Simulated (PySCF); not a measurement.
# MP2, SCS-MP2 and SOS-MP2 from spin components

System: F (SMILES [F-]), charge -1, singlet. Level: PySCF with MP2/cc-pVTZ. Sums are taken with unrounded values, so a last digit can differ.

Input for PySCF:
```python
from pyscf import gto, scf, mp

mol = gto.Mole()
mol.atom = '''
    F     0.00000000    0.00000000    0.00000000
'''
mol.basis = 'cc-pvtz'
mol.charge = -1
mol.verbose = 4
mol.build()

mf = scf.RHF(mol)
mf.kernel()

pt = mp.MP2(mf)
pt.kernel()
print('E(MP2) = %.10f' % pt.e_tot)
```

It gave an SCF energy of -99.424299 Eh, a same-spin correlation energy of -0.073963 Eh and an opposite-spin one of -0.207430 Eh.

Question: Work out the MP2, SCS-MP2 (6/5 and 1/3) and SOS-MP2 (1.3 and 0) correlation and total energies.

Answer: MP2: -0.207430 + (-0.073963) = -0.281392 Eh, total -99.705691 Eh, as the program printed. SCS-MP2: 1.2 × (-0.207430) + (-0.073963)/3 = -0.273570 Eh, total -99.697868 Eh. SOS-MP2: 1.3 × (-0.207430) = -0.269658 Eh, total -99.693957 Eh. Opposite spins carry 74 % of the MP2 correlation; same-spin pairs are already kept apart by exchange.
